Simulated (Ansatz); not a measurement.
HBN, doublet, geometry from GFN2-xTB; Ansatz (an electronic-structure program) with B3LYP/STO-3G.

The Ansatz input:
Ansatz 0.2 input:
```yaml
crystal:
  periodic: [false, false, false]
  atoms:
    - {symbol: B, position_ang: [-0.00000000, -0.00000000, -0.57858715]}
    - {symbol: N, position_ang: [0.00000000, 0.00000000, 0.65947657]}
    - {symbol: H, position_ang: [-0.00000000, -0.00000000, -1.72340024]}
basis:
  gaussian:
    orbitals: STO-3G
hamiltonian:
  xc: b3lyp
magnetization: {spin_polarized: true, initial_magnetization: 1}
```

It wrote (shortened):

```
Functional definition: B3LYP
143 factors; integrals over basis functions are off by at most 4.1e-5 eV
mean field evaluation 1: about -2149.4516 eV, gradient 1.3e1 eV
mean field evaluation 2: about -2146.3468 eV, gradient 2.7e1 eV
mean field evaluation 4: about -2150.6880 eV, gradient 7.4e-2 eV
mean field evaluation 8: about -2150.6595 eV, gradient 5.1e-4 eV
mean field evaluation 16: about -2150.6566 eV, gradient 7.4e-1 eV
mean field evaluation 32: about -2149.4516 eV, gradient 1.3e1 eV
mean field -2150.66077645 eV, -79.0353257644 hartree, gradient 3.8e-6 eV, S^2 0.752082; 4 other end points of the search recorded, 0 dependent functions left out
reference -2150.66087725 eV, -79.0353294685 hartree; 7, 6 occupied and 4, 5 virtual orbitals, 143 factors
Total energy: -2150.66087725 eV, -79.0353294685 hartree
```
